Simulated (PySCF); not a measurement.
# Tb³⁹⁺: ionisation energy

Tb³⁹⁺ [Ar] 3d8 (3F) → Tb⁴⁰⁺ [Ar] 3d7 (4F), as a difference of total energies. All numbers are calculated (PySCF 2.14, scalar relativity by spin-free X2C-1e, in an uncontracted even-tempered set (18 s from 7.3 bohr⁻², ratio 2.5; 13 p from 9.5 bohr⁻², ratio 2.5; 8 d from 9.5 bohr⁻², ratio 2.5; 4 f from 40 bohr⁻², ratio 2.7; 3 g from 60 bohr⁻², ratio 2.7)). Correlated levels: outer shells: [Ne] frozen; virtual orbitals above 40 to 60 times the deepest correlated orbital energy dropped. The calculations carry no spin-orbit coupling.

```json
{"method": "UHF", "ionisation energy (eV)": "2974.5"}
{"method": "LDA", "ionisation energy (eV)": "2975.1"}
{"method": "PBE", "ionisation energy (eV)": "2975.0"}
{"method": "PBE0", "ionisation energy (eV)": "2975.5"}
{"method": "r2SCAN", "ionisation energy (eV)": "2976.6"}
{"method": "BP86", "ionisation energy (eV)": "2975.5"}
{"method": "M06-2X", "ionisation energy (eV)": "2977.4"}
{"method": "MP2 (outer shells)", "ionisation energy (eV)": "2976.0"}
{"method": "SCS-MP2 (outer shells)", "ionisation energy (eV)": "2976.0"}
```

Spin-orbit coupling is strong in these open shells (close to jj coupling). The scalar numbers leave it out and a first-order estimate fails, so it can dominate the gap to the real levels.

Breit and QED terms and the two-electron picture change are absent.

For comparison: 2961 ± 4 eV (theoretical estimate listed by NIST; NIST Atomic Spectra Database, ionization energies).
